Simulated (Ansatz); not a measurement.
Consider the formal exchange of groups at a B–C bond: `BCSCF` + `F[CH2][SnH3]` → `[BH2][SnH2][CH2]F` + `CSCF`.

Calculated with Ansatz (gas phase, PBE0-D4/def2-TZVP geometries, no zero-point term in ΔE). CBS: MP2 limit from def2 TZ/QZ plus the TZ coupled-cluster correction, frozen cores. Functionals use def2-TZVPP. Elements past krypton have def2 core potentials. For Sn outer-core shells are correlated without core-valence functions, which leaves a few kJ/mol of doubt a bond. Each species was taken in one conformer, which may not be the lowest.

`BCSCF`:

```xyz
11

B     0.298   -0.917    1.977
C    -0.062   -0.039    0.751
S     0.099   -0.857   -0.843
C    -0.215    0.506   -1.940
F     0.812    1.431   -1.957
H     0.866   -1.963    1.868
H     0.035   -0.501    3.068
H    -1.047    0.426    0.861
H     0.665    0.790    0.808
H    -1.126    1.035   -1.649
H    -0.324    0.089   -2.944
```

`F[CH2][SnH3]`:

Z-matrix (Å, degrees):
```
C
Sn 1 2.169
F 1 1.386 2 110.1
H 1 1.093 2 110.6 3 119.7
H 1 1.093 2 110.6 3 -119.7
H 2 1.709 1 108.5 3 180.0
H 2 1.705 1 109.3 3 -60.4
H 2 1.705 1 109.3 3 60.3
```

`[BH2][SnH2][CH2]F`:

Z-matrix (Å, degrees):
```
Sn
C 1 2.176
B 1 2.245 2 110.4
H 1 1.716 2 106.3 3 -119.3
H 1 1.710 2 107.9 3 125.8
F 2 1.390 1 109.7 3 -51.9
H 2 1.092 1 111.2 3 -171.5
H 2 1.093 1 110.6 3 67.4
H 3 1.194 1 121.7 2 141.6
H 3 1.194 1 119.8 2 -39.2
```

`CSCF`:

Cartesian coordinates in Å:
```
C 1.266 0.113 0.523
S 0.248 -1.124 -0.295
C -1.222 -0.168 -0.582
F -1.938 0.088 0.571
H 1.453 0.964 -0.134
H 0.800 0.447 1.450
H 2.217 -0.365 0.759
H -1.851 -0.750 -1.259
H -0.973 0.796 -1.034
```

| species | PBE0-D4 energy (Eh) |
| --- | --- |
| `BCSCF` | -602.40448 |
| `F[CH2][SnH3]` | -355.13110 |
| `[BH2][SnH2][CH2]F` | -380.52048 |
| `CSCF` | -577.00861 |

(1) Work out ΔE.

Largest T1 diagnostic among the species: 0.013.

## Answers

(1) ΔE = (-380.52048) + (-577.00861) − (-602.40448) − (-355.13110) = 0.00649 Eh = +17.0 kJ/mol. CCSD(T)/CBS gives +11.9 kJ/mol.
